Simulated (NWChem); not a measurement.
# SiPH4, doublet; SMILES [SiH2]P

Computed with NWChem. Spin-unrestricted. In the optimisation the excess spin sits in a' (Cs, its own frame). Coordinates come from a B3LYP/6-31G* (spherical d), spin-unrestricted optimisation. No stability test was run on the SCF state. Level M06-L/def2-SVP: energy and gradient on several grids; changes count from the extra-fine grid, which is no exact limit either.

```csv
grid,size of the energy change (μHa),largest change of a gradient component (μHa/bohr),"time, medium = 1 (rough)"
xcoarse,1000,4000,about 1
coarse,100,800,about 1
medium,50,300,about 1
fine,< 10,100,about 1
xfine,< 10,< 30,3
```
